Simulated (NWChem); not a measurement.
Molecule: CH6F2N2Si; SMILES F[Si](CN)(N)F

Computed with NWChem. Pople sets run with spherical d functions. All runs use the structure optimised with B3LYP/6-31G* (spherical d). Level: B3LYP/6-31G* with SMD, gas-phase geometry; reactions with the solvents are ignored. One conformer.

```
SMD term (kcal/mol)                  water  toluene
----------------------------------  ------  -------
distortion of the solute's density    0.96     0.30
polarisation                        -11.36    -6.17
cavity, dispersion and structure      4.16     1.53
```

Problem. Sum the solvation free energies, find the transfer free energy from water to toluene and the partition coefficient at 298.15 K.

Solution. 
1. ΔG(solv, water) = -6.24 kcal/mol and ΔG(solv, toluene) = -4.34 kcal/mol (1 M gas to 1 M solution).
2. Transfer: -4.34 − (-6.24) = 1.90 kcal/mol.
3. log₁₀ K(toluene/water) = −ΔG/(RT ln 10) = -1.90/1.364 = -1.4, so the model puts more of the solute in water.
4. Of the transfer energy, 4.53 kcal/mol is electrostatic and -2.63 comes from the non-electrostatic term. The two phases are taken as the pure solvents.
